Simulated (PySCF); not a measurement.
PySCF input (M06-2X/LANL2DZ):

```python
from pyscf import gto, dft

mol = gto.M(
    atom='''
    Sn   -0.00000000   -0.00000000   -1.04855623
    Br    0.00000000    0.00000000    1.49793747
    ''',
    basis='lanl2dz',
    ecp='lanl2dz',
    charge=1,
    spin=0,
    verbose=4,
)

mf = dft.RKS(mol, xc='m062x')
mf.grids.level = 4
mf.conv_tol = 1e-9
mf.max_cycle = 100
mf.max_memory = 1500
mf.kernel()
if not mf.converged:
    mf = mf.newton()
    mf.kernel(mf.make_rdm1())
mf.dip_moment()
```

**Question.** Predict the final energy.

**Answer.** -16.21869 Eh.
